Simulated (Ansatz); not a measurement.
Computed with Ansatz on PBE0-D4/def2-TZVP structures; ΔE is electronic, products minus reactants. CBS: MP2 limit from def2 TZ/QZ plus the TZ coupled-cluster correction, frozen cores. One conformer a species, not always the lowest.

Consider the ligand exchange at a B–C bond: `BC([SiH3])B[SiH3]` + `[SiH3]S` → `[SiH3]BS[SiH3]` + `BC[SiH3]`.

`BC([SiH3])B[SiH3]`:

```xyz
15

B     0.511    1.543    1.014
C     0.561    0.019    1.113
Si   -1.223   -0.660    1.024
B     0.848   -0.716   -0.219
Si    0.286   -0.056   -2.050
H     1.025    2.231    1.848
H    -0.028    2.066    0.081
H     1.032   -0.414    1.998
H    -1.247   -1.831    0.090
H    -2.192    0.347    0.540
H    -1.576   -1.157    2.375
H     1.476   -1.737   -0.175
H     1.375    0.822   -2.572
H     0.127   -1.192   -3.000
H    -0.976    0.734   -2.066
```

`[SiH3]S`:

Cartesian coordinates in Å:
```
Si -0.123 0.330 0.394
S -0.064 -1.521 -0.673
H 1.240 0.801 0.747
H -0.891 0.033 1.626
H -0.808 1.390 -0.389
H 0.646 -1.033 -1.705
```

`[SiH3]BS[SiH3]`:

Z-matrix (Å, degrees):
```
Si
B 1 2.010
H 1 1.491 2 109.7
H 1 1.491 2 109.6 3 117.7
H 1 1.488 2 112.9 3 -121.1
S 2 1.774 1 119.7 3 121.5
H 2 1.198 1 120.9 3 -58.5
Si 6 2.159 2 99.8 1 -180.0
H 8 1.484 6 107.4 2 179.9
H 8 1.482 6 109.5 2 60.4
H 8 1.482 6 109.5 2 -60.5
```

`BC[SiH3]`:

Cartesian coordinates in Å:
```
B -1.440 -0.495 0.134
C -0.404 0.601 0.406
Si 1.231 -0.015 -0.332
H -2.057 -0.511 -0.893
H -1.597 -1.392 0.912
H -0.178 0.772 1.463
H -0.589 1.550 -0.106
H 1.110 -0.203 -1.801
H 2.285 0.997 -0.065
H 1.641 -1.304 0.282
```

```
            species  CCSD(T)/CBS(def2) energy (Eh)
`BC([SiH3])B[SiH3]`                     -671.77708
          `[SiH3]S`                     -689.27336
   `[SiH3]BS[SiH3]`                    -1004.95639
         `BC[SiH3]`                     -356.11784
```

(1) Work out ΔE.

Largest T1 diagnostic among the species: 0.015.

Results:

(1) ΔE = (-1004.95639) + (-356.11784) − (-671.77708) − (-689.27336) = -0.02379 Eh = -62.5 kJ/mol.

The D4 term adds +8.7 kJ/mol with B3LYP and +4.8 kJ/mol with PBE0; it sums over pairs of atoms, weighted by their polarisabilities, and B3LYP, whose exchange is more repulsive, gets the larger term. In def2-TZVPP, CCSD(T) changes the Hartree–Fock value by +19.1 kJ/mol (the triples alone add +1.5 kJ/mol) and MP2 by +19.1 kJ/mol.

B3LYP here is the variant with VWN-RPA as its local correlation; programs differ in this.
